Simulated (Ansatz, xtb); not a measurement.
# A geometry optimisation of AlGeH6Si with r2SCAN-D4/def2-SVP

The starting geometry of this gas-phase doublet was built from a drawn formula by distance geometry and a force field; its bonds are those of `[AlH2][SiH2][GeH2]`.

```xyz
9

Al   -0.2270    1.6428   -1.2234
Ge    2.1148   -1.2452   -0.2845
Si   -0.1108   -0.6323   -0.5893
H     0.2404    2.7432   -0.1757
H     0.2485    1.9728   -2.7299
H    -0.8329   -0.7735    0.7050
H    -0.7272   -1.4872   -1.5500
H     2.7600   -0.3199    0.7940
H     2.8454   -1.0941   -1.6184
```

Question: Where would you expect an optimisation with r2SCAN-D4/def2-SVP to take it?

Answer: It keeps its bonds, and is `[AlH2][SiH2][GeH2]`.

The energy falls by 0.41 eV over 9 steps:

```tsv
step	E − E(last) (eV)
1	0.405
2	0.053
3	0.019
4	0.015
5	0.006
6	0.005
7	0.001
8	0.000
9	0.000
```

Final geometry (Å):

```yaml
atoms:
  - { symbol: Al, position_ang: [0.1910, 1.5588, -1.2076] }
  - { symbol: Ge, position_ang: [1.9948, -0.9898, -0.3659] }
  - { symbol: Si, position_ang: [-0.3480, -0.7088, -0.5340] }
  - { symbol: H, position_ang: [0.3732, 2.6584, -0.0760] }
  - { symbol: H, position_ang: [0.4637, 1.8442, -2.7460] }
  - { symbol: H, position_ang: [-0.9463, -0.9551, 0.8119] }
  - { symbol: H, position_ang: [-0.8627, -1.6763, -1.5483] }
  - { symbol: H, position_ang: [2.6812, -0.0949, 0.6888] }
  - { symbol: H, position_ang: [2.7643, -0.8298, -1.6950] }
```

From the same start GFN2-xTB ends elsewhere, differing in Al1–Ge2 (2.77 against 3.23 Å here), Al1–H8 (1.74 against 3.54 Å here).

No frequencies were run, so the end isn't proven a minimum. Open shells are spin-unrestricted. Run with Ansatz 0.2.0, 53 s on 2 threads of Intel(R) Xeon(R) Platinum 8259CL CPU @ 2.50GHz (Skylake/Cascade Lake), on a shared host.
